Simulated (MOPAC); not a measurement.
MOPAC input (PM3):

```
PM3 PRECISE GNORM=0.05 LET XYZ UHF MS=0.5 GEO-OK AUX(PRECISION=9) THREADS=1
C2H9Si2

C    -0.46470000 1    1.98197500 1    0.17589300 1
Si   -0.24645100 1    0.31079200 1   -0.55609700 1
C    -1.85343300 1   -0.66699900 1   -0.54418200 1
Si    1.38653800 1   -0.84161600 1    0.69498200 1
H     0.17546800 1    2.82053600 1   -0.07400300 1
H    -1.18244000 1    2.18280800 1    0.96423400 1
H     0.26914200 1    0.44161900 1   -1.94543900 1
H    -2.61601900 1   -0.16844400 1   -1.14529500 1
H    -1.70278700 1   -1.66983300 1   -0.94772400 1
H    -2.23526600 1   -0.76788700 1    0.47372700 1
H     0.93063000 1   -1.00591700 1    2.09925800 1
H     1.63874500 1   -2.19466600 1    0.13283500 1
H     2.67011200 1   -0.09655200 1    0.70775500 1
```

From the output:

```
                                                       MOPAC v23.2.5 Linux

          FINAL HEAT OF FORMATION =         16.81891 KCAL/MOL =      70.37033 KJ/MOL

          COSMO AREA              =        147.52 SQUARE ANGSTROMS
          COSMO VOLUME            =        144.71 CUBIC ANGSTROMS

          GRADIENT NORM           =          0.04041          =       0.01121 PER ATOM
          IONIZATION POTENTIAL    =          8.636292 EV
          ALPHA SOMO LUMO (EV)    =         -8.636 -1.027
          BETA  SOMO LUMO (EV)    =         -9.608 -1.236
          NO. OF ALPHA ELECTRONS  =         13
          NO. OF BETA  ELECTRONS  =         12
          MOLECULAR WEIGHT        =         89.2641         POINT GROUP:  C1

          MOLECULAR DIMENSIONS (Angstroms)

            Atom       Atom       Distance
            H    13    H     8     5.63576
            H    12    H     5     4.95489
            H    11    H     7     3.70529

          SCF CALCULATIONS        =         48

   ATOM   CHEMICAL          X               Y               Z
  NUMBER   SYMBOL      (ANGSTROMS)     (ANGSTROMS)     (ANGSTROMS)

     1       C         -0.44223629  *   1.93335786  *   0.17971774  *
     2      Si         -0.28482128  *   0.33160344  *  -0.55622389  *
     3       C         -1.87243410  *  -0.65622981  *  -0.55254876  *
     4      Si          1.41601147  *  -0.83479930  *   0.71186384  *
     5       H          0.26022970  *   2.73949970  *   0.01382325  *
     6       H         -1.23540045  *   2.19517539  *   0.86817096  *
     7       H          0.27611242  *   0.42913886  *  -1.94109757  *
     8       H         -2.63149033  *  -0.17566553  *  -1.17892822  *
     9       H         -1.71939531  *  -1.66809420  *  -0.94009331  *
    10       H         -2.28833641  *  -0.74774644  *   0.45553419  *
    11       H          0.98733001  *  -1.00854090  *   2.12682542  *
    12       H          1.64615665  *  -2.17556455  *   0.10761106  *
    13       H          2.68738967  *  -0.06172668  *   0.68073620  *

                             CARTESIAN COORDINATES

   1    C       -0.442236285     1.933357864     0.179717743
   2   Si       -0.284821279     0.331603444    -0.556223888
   3    C       -1.872434098    -0.656229813    -0.552548763
   4   Si        1.416011468    -0.834799298     0.711863837
   5    H        0.260229701     2.739499704     0.013823250
   6    H       -1.235400454     2.195175388     0.868170964
   7    H        0.276112417     0.429138865    -1.941097567
   8    H       -2.631490326    -0.175665532    -1.178928224
   9    H       -1.719395311    -1.668094204    -0.940093311
  10    H       -2.288336411    -0.747746442     0.455534187
  11    H        0.987330009    -1.008540904     2.126825416
  12    H        1.646156649    -2.175564548     0.107611055
  13    H        2.687389674    -0.061726676     0.680736203

           Empirical Formula: C2 H9 Si2  =    13 atoms

      MOLECULAR POINT GROUP   :   C1

          ALPHA EIGENVALUES
 -29.20889 -27.11590 -16.23251 -15.13198 -14.25235 -13.77321 -13.74555 -12.24131
 -11.98126 -11.29726 -10.80742 -10.68089  -8.63629  -1.02725   0.74906   1.15101
   1.39357   1.74226   2.23002   2.31812   4.38604   4.55536   4.58756   4.61854
   4.78664

           BETA EIGENVALUES
 -29.07446 -25.72500 -16.23003 -14.95871 -14.00134 -13.77659 -13.55219 -12.06931
 -11.94139 -10.97499 -10.64860  -9.60818  -1.23641   0.61725   1.18516   1.45479
   1.67512   2.04532   2.32288   2.38426   4.55182   4.59550   4.62491   5.00671
   5.19623

              NET ATOMIC CHARGES AND DIPOLE CONTRIBUTIONS

  ATOM NO.   TYPE          CHARGE      No. of ELECS.   s-Pop       p-Pop
    1          C          -0.339448        4.3394     1.24999     3.08946
    2         Si           0.385190        3.6148     0.99107     2.62374
    3          C          -0.262454        4.2625     1.15271     3.10975
    4         Si           0.301495        3.6985     0.98751     2.71100
    5          H           0.077618        0.9224     0.92238
    6          H           0.076607        0.9234     0.92339
    7          H          -0.085651        1.0857     1.08565
    8          H           0.058056        0.9419     0.94194
    9          H           0.059027        0.9410     0.94097
   10          H           0.057631        0.9424     0.94237
   11          H          -0.110476        1.1105     1.11048
   12          H          -0.109433        1.1094     1.10943
   13          H          -0.108162        1.1082     1.10816
 DIPOLE           X         Y         Z       TOTAL
 POINT-CHG.    -0.506    -0.286    -0.479     0.754
 HYBRID        -0.015     0.296     0.444     0.534
 SUM           -0.522     0.010    -0.036     0.523

          ATOMIC ORBITAL ELECTRON POPULATIONS

     Atom    s        px        py        pz
    1  C   1.24999   1.02100   1.04355   1.02491
    2 Si   0.99107   0.88630   0.83461   0.90283
    3  C   1.15271   1.04021   1.03606   1.03348
    4 Si   0.98751   0.91437   0.89631   0.90032
    5  H   0.92238
    6  H   0.92339
    7  H   1.08565
    8  H   0.94194
    9  H   0.94097
   10  H   0.94237
   11  H   1.11048
   12  H   1.10943
   13  H   1.10816

                    (SZ)    =    0.500000
                    (S**2)  =    0.801182

          ATOMIC ORBITAL SPIN POPULATIONS

    Atom   Total    s     px     py     pz
         Atomic
    1  C  1.1925  0.075  0.342  0.190  0.586
    2 Si -0.3076 -0.048 -0.070 -0.105 -0.084
    3  C  0.0357  0.005  0.017  0.009  0.004
    4 Si  0.2396  0.055  0.082  0.049  0.053
    5  H -0.0780 -0.078
    6  H -0.0778 -0.078
    7  H  0.0550  0.055
    8  H -0.0066 -0.007
    9  H -0.0055 -0.006
   10  H -0.0039 -0.004
   11  H -0.0155 -0.015
   12  H -0.0119 -0.012
   13  H -0.0159 -0.016

 **********************
 *                    *
 * JOB ENDED NORMALLY *
 *                    *
 **********************

 == MOPAC DONE ==
```

The geometry given is a B3LYP-D3(BJ)/def2-TZVP minimum.
